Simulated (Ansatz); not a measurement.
Atom: germanium atom, Ge, charge 0, multiplicity 3.

Wanted: ionisation energy to the doublet, in eV. Set-up: each state is the SCF solution reached for its charge and spin; no spin-orbit coupling; open shells spin-unrestricted; non-relativistic; six Cartesian d functions in 6-31G* and its kin unless marked 5d.

| species | coefficient | E at PBE/6-31G* (Ansatz), Eh | E at PBE/def2-TZVPD (Ansatz), Eh |
|---|---|---|---|
| charge 1, doublet | +1 | -2076.03988 | -2076.31181 |
| charge 0, triplet | -1 | -2076.33108 | -2076.60198 |

Measured values: NIST ASD by pymatgen's periodic table; they hold spin-orbit and core effects.  Value to compare with, the measured value: 7.90 eV. 1 Eh = 27.2114 eV.

### Question
Work the quantity out at each level, and compare with the measured value.

### Answer

- PBE/6-31G*: the sum of coefficient times E is 0.29120 Eh, or 7.924 eV. Result: 7.92 eV. Its error against the measured value is 0.02 eV.
- PBE/def2-TZVPD: the sum of coefficient times E is 0.29017 Eh, or 7.896 eV. Result: 7.90 eV. Its error against the measured value is 0.00 eV.

Ansatz is a program for electronic structure.
